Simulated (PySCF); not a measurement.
A calculated (M06-L, PySCF 2.14, pcseg-2, the non-relativistic Hamiltonian (point nucleus)) atom or ion has these occupied shells.

```csv
shell,electrons,orbital energy (eV),"rms radius, mean of both spins (bohr)"
1s α,1,-9439.0,0.0592
1s β,1,-9438.9,0.0592
2s β,1,-1153.1,0.249
2s α,1,-1153.0,0.249
2p α,3,-1013.8,0.221
2p β,3,-1013.7,0.221
3s α,1,-139.86,0.741
3s β,1,-139.83,0.741
3p α,3,-94.862,0.779
3p β,3,-94.815,0.779
3d α,5,-20.149,1.03
3d β,5,-19.986,1.03
4s α,1,-13.910,2.56
```

(1) Name the element and its charge.

Answers

(1) Zn⁺ (zinc, charge +1), in [Ar] 3d10 4s1, 2S determinant.
